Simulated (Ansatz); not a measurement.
Method: B3LYP-D3(BJ)/def2-SVP (Ansatz, a first-principles code). No frequencies were computed at this level.

Ansatz 0.2 input:
```yaml
crystal:
  periodic: [false, false, false]
  atoms:
    - { symbol: B, position_ang: [3.063575, -0.838183, -0.217182] }
    - { symbol: C, position_ang: [1.869543, 0.104457, -0.143529] }
    - { symbol: C, position_ang: [1.95901, 1.516567, -0.178549] }
    - { symbol: C, position_ang: [0.695445, 2.060031, -0.095285] }
    - { symbol: F, position_ang: [0.406322, 3.376937, -0.100542] }
    - { symbol: C, position_ang: [-0.274599, 1.05148, -0.002111] }
    - { symbol: C, position_ang: [-1.640305, 1.255132, 0.094666] }
    - { symbol: C, position_ang: [-2.641813, 0.3041, 0.190421] }
    - { symbol: C, position_ang: [-2.516369, -1.080535, 0.214379] }
    - { symbol: C, position_ang: [-1.378298, -1.868652, 0.147838] }
    - { symbol: C, position_ang: [-0.045466, -1.484193, 0.03744] }
    - { symbol: C, position_ang: [0.486318, -0.212903, -0.032534] }
    - { symbol: H, position_ang: [4.140483, -0.387511, -0.300102] }
    - { symbol: H, position_ang: [2.934621, -2.001574, -0.193653] }
    - { symbol: H, position_ang: [2.872924, 2.075971, -0.258056] }
    - { symbol: H, position_ang: [-1.954044, 2.293368, 0.094546] }
    - { symbol: H, position_ang: [-3.653214, 0.685901, 0.254942] }
    - { symbol: H, position_ang: [-3.450308, -1.624441, 0.298348] }
    - { symbol: H, position_ang: [-1.551474, -2.937182, 0.187348] }
    - { symbol: H, position_ang: [0.677648, -2.288772, 0.001616] }
basis:
  gaussian: { orbitals: def2-svp }
hamiltonian:
  xc: b3lyp
  dispersion: d3bj
relax:
  max_steps: 150
```

Output:

```
Functional definition: B3LYP
2424 factors; integrals over basis functions are off by at most 4.3e-4 eV
mean field evaluation 1: about -13871.7017 eV, gradient 6.0e1 eV
mean field evaluation 2: about -13870.0521 eV, gradient 6.6e1 eV
mean field evaluation 4: about -13881.6556 eV, gradient 6.0e0 eV
mean field evaluation 8: about -13881.8349 eV, gradient 4.2e-1 eV
mean field evaluation 16: about -13881.8354 eV, gradient 2.2e-4 eV
mean field -13881.83544863 eV, -510.1480432910 hartree, gradient 5.7e-5 eV, S^2 0.000000; 0 other end points of the search recorded, 0 dependent functions left out
reference -13881.83575983 eV, -510.1480547274 hartree; 41, 41 occupied and 167, 167 virtual orbitals, 2424 factors
relax step   1: F+E_penalty+E_count = -13882.95173597 eV  Δ(F+E_penalty+E_count) = +0.000e0 eV  max|allowed force component| = 9.521e-1 eV/Å  Δτ_max = 0.0000 Å  (32 SCF iters, accepted)
these checks for a lower state are left out or cut short: starts, cluster_reference, orbital_swaps, neighbouring_geometries, increment
2424 factors; integrals over basis functions are off by at most 4.6e-4 eV
mean field -13881.91937857 eV, -510.1511276595 hartree, gradient 1.5e-5 eV, S^2 0.000000; 0 other end points of the search recorded, 0 dependent functions left out
reference -13881.91969269 eV, -510.1511392034 hartree; 41, 41 occupied and 167, 167 virtual orbitals, 2424 factors
relax step   2: F+E_penalty+E_count = -13883.03207512 eV  Δ(F+E_penalty+E_count) = -8.034e-2 eV  max|allowed force component| = 4.082e-1 eV/Å  Δτ_max = 0.0320 Å  (35 SCF iters, accepted)
these checks for a lower state are left out or cut short: starts, cluster_reference, orbital_swaps, neighbouring_geometries, increment
2424 factors; integrals over basis functions are off by at most 4.9e-4 eV
mean field evaluation 32: about -13881.9286 eV, gradient 4.2e-4 eV
mean field -13881.92858969 eV, -510.1514661620 hartree, gradient 1.4e-5 eV, S^2 0.000000; 0 other end points of the search recorded, 0 dependent functions left out
reference -13881.92890497 eV, -510.1514777483 hartree; 41, 41 occupied and 167, 167 virtual orbitals, 2424 factors
relax step   3: F+E_penalty+E_count = -13883.04015691 eV  Δ(F+E_penalty+E_count) = -8.082e-3 eV  max|allowed force component| = 7.514e-2 eV/Å  Δτ_max = 0.0201 Å  (36 SCF iters, accepted)
these checks for a lower state are left out or cut short: starts, cluster_reference, orbital_swaps, neighbouring_geometries, increment
2424 factors; integrals over basis functions are off by at most 4.9e-4 eV
mean field -13881.92868787 eV, -510.1514697699 hartree, gradient 1.1e-5 eV, S^2 0.000000; 0 other end points of the search recorded, 0 dependent functions left out
reference -13881.92900317 eV, -510.1514813572 hartree; 41, 41 occupied and 167, 167 virtual orbitals, 2424 factors
relax step   4: F+E_penalty+E_count = -13883.04038510 eV  Δ(F+E_penalty+E_count) = -2.282e-4 eV  max|allowed force component| = 2.151e-2 eV/Å  Δτ_max = 0.0055 Å  (31 SCF iters, accepted)
these checks for a lower state are left out or cut short: starts, cluster_reference, orbital_swaps, neighbouring_geometries, increment
2424 factors; integrals over basis functions are off by at most 4.9e-4 eV
mean field -13881.92861155 eV, -510.1514669651 hartree, gradient 7.9e-5 eV, S^2 0.000000; 0 other end points of the search recorded, 0 dependent functions left out
reference -13881.92892681 eV, -510.1514785508 hartree; 41, 41 occupied and 167, 167 virtual orbitals, 2424 factors
relax step   5: F+E_penalty+E_count = -13883.04040427 eV  Δ(F+E_penalty+E_count) = -1.918e-5 eV  max|allowed force component| = 6.977e-3 eV/Å  Δτ_max = 0.0034 Å  (25 SCF iters, accepted)
2424 factors; integrals over basis functions are off by at most 4.9e-4 eV
mean field evaluation 64: about -13881.9286 eV, gradient 6.1e-5 eV
mean field -13881.92861155 eV, -510.1514669651 hartree, gradient 7.9e-5 eV, S^2 0.000000; 1 other end points of the search recorded, 0 dependent functions left out
reference -13881.92892681 eV, -510.1514785508 hartree; 41, 41 occupied and 167, 167 virtual orbitals, 2424 factors
Total energy: -13883.04071954 eV, -510.1923361800 hartree
Atom 0 at     3.061815    -0.842893    -0.213465 Å, force     0.003355    -0.002318     0.000098 eV/Å
Atom 1 at     1.889978     0.115412    -0.145283 Å, force     0.000188     0.001507    -0.000271 eV/Å
Atom 2 at     1.974576     1.540349    -0.182284 Å, force     0.000210     0.001886     0.000077 eV/Å
Atom 3 at     0.698395     2.082289    -0.097557 Å, force    -0.000630    -0.000209    -0.000270 eV/Å
Atom 4 at     0.393936     3.383728    -0.102624 Å, force     0.000825     0.000412     0.000062 eV/Å
Atom 5 at    -0.271535     1.060725    -0.002357 Å, force     0.004275    -0.001458    -0.000466 eV/Å
Atom 6 at    -1.649470     1.263476     0.097199 Å, force    -0.002499    -0.001035     0.000413 eV/Å
Atom 7 at    -2.657468     0.306601     0.194030 Å, force     0.000347     0.002426    -0.000136 eV/Å
Atom 8 at    -2.529230    -1.091487     0.214726 Å, force     0.000106    -0.000783     0.000291 eV/Å
Atom 9 at    -1.382695    -1.882762     0.145320 Å, force     0.003083    -0.000290     0.000111 eV/Å
Atom 10 at    -0.038616    -1.489452     0.035178 Å, force    -0.006977    -0.006825     0.000309 eV/Å
Atom 11 at     0.492118    -0.207915    -0.032706 Å, force    -0.002580     0.002566     0.000463 eV/Å
Atom 12 at     4.187136    -0.412407    -0.307942 Å, force    -0.000872    -0.000818     0.000105 eV/Å
Atom 13 at     2.905517    -2.041329    -0.175908 Å, force     0.000756     0.000331    -0.000119 eV/Å
Atom 14 at     2.897138     2.114938    -0.264251 Å, force    -0.000442     0.000724    -0.000182 eV/Å
Atom 15 at    -1.965865     2.311381     0.098365 Å, force    -0.000352     0.000231     0.000111 eV/Å
Atom 16 at    -3.678488     0.691909     0.262778 Å, force    -0.000309    -0.000026    -0.000082 eV/Å
Atom 17 at    -3.471311    -1.642785     0.297931 Å, force     0.000620    -0.000231    -0.000146 eV/Å
Atom 18 at    -1.553093    -2.962593     0.181807 Å, force     0.000406     0.001271    -0.000404 eV/Å
Atom 19 at     0.697159    -2.297187    -0.002956 Å, force     0.000488     0.002639     0.000036 eV/Å
Dipole moment:    -0.733642    -0.186406     0.059531 e Å
```

Cost: about 3 core-minutes (a rough figure).
